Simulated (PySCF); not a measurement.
# Working out the ionisation energy of As

As [Ar] 3d10 4s2 4p3 (4S) → As+ [Ar] 3d10 4s2 4p2 (3P). Calculation: PySCF 2.14, in aug-cc-pVQZ-PP with ECP10MDF (7s6p5d3f2g, 89 functions); scalar relativity through the core potential. Frozen: 3s2 3p6 3d10. Energies in hartree (1 hartree = 27.21139 eV):

| part | As (lower) | As+ (upper) |
| --- | --- | --- |
| UHF | -331.211170 | -330.865388 |
| MP2 opposite-spin | -0.056861 | -0.048596 |
| MP2 same-spin | -0.020345 | -0.009452 |

Problem. What does Hartree-Fock give?

Solution. (-330.865388) − (-331.211170) = 0.345782 hartree = 9.409 eV.

Problem. What do MP2 and SCS-MP2 (6/5 opposite-spin, 1/3 same-spin) give?

Solution. The opposite-spin parts differ by 0.225 eV and the same-spin parts by 0.296 eV. MP2: 9.409 + (0.225) + (0.296) = 9.930 eV. SCS-MP2: 9.409 + 1.2 × (0.225) + (0.296)/3 = 9.778 eV.

Measured between the centres of the two terms (NIST): 10.008 eV, so MP2 (valence) is off by -0.078 eV.

What remains against the reference includes basis incompleteness, the frozen core and correlation beyond second order.
